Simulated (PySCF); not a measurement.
GeH₅Si, SMILES [SiH2][GeH3] (connectivity only; charge and spin as stated), charge +1, multiplicity 1.

Coordinates come from a PBE-D3(BJ)/def2-TZVP optimisation. The multiplicity is an assumed one; other spin states were not compared. The isomer is the one that the SMILES or the coordinates give; other isomers of the formula were not compared.

The numbers are results of PySCF 2.14.0 with PBE-D3(BJ)/def2-TZVP, not measurements.

Frequencies are harmonic and unscaled.

| mode | ν (cm⁻¹) | IR (km/mol) | moving atoms (share of kinetic energy) |
|---|---|---|---|
| 1 | 62 | 0.0 | H 100 % |
| 2 | 258 | 7.1 | H 73 %, Si 18 %, Ge 9 % |
| 3 | 328 | 5.7 | H 98 % |
| 4 | 328 | 1.8 | Si 47 %, H 32 %, Ge 22 % |
| 5 | 544 | 0.0 | H 88 % |
| 6 | 621 | 3.4 | H 86 %, Si 12 % |
| 7 | 694 | 126.6 | H 96 % |
| 8 | 806 | 13.0 | H 99 % |
| 9 | 819 | 23.0 | H 98 % |
| 10 | 927 | 107.3 | H 94 % |
| 11 | 2074 | 9.2 | H 99 % |
| 12 | 2138 | 1.4 | H 99 % |
| 13 | 2163 | 3.9 | H 98 % |
| 14 | 2178 | 10.4 | H 98 % |
| 15 | 2221 | 5.5 | H 95 % |
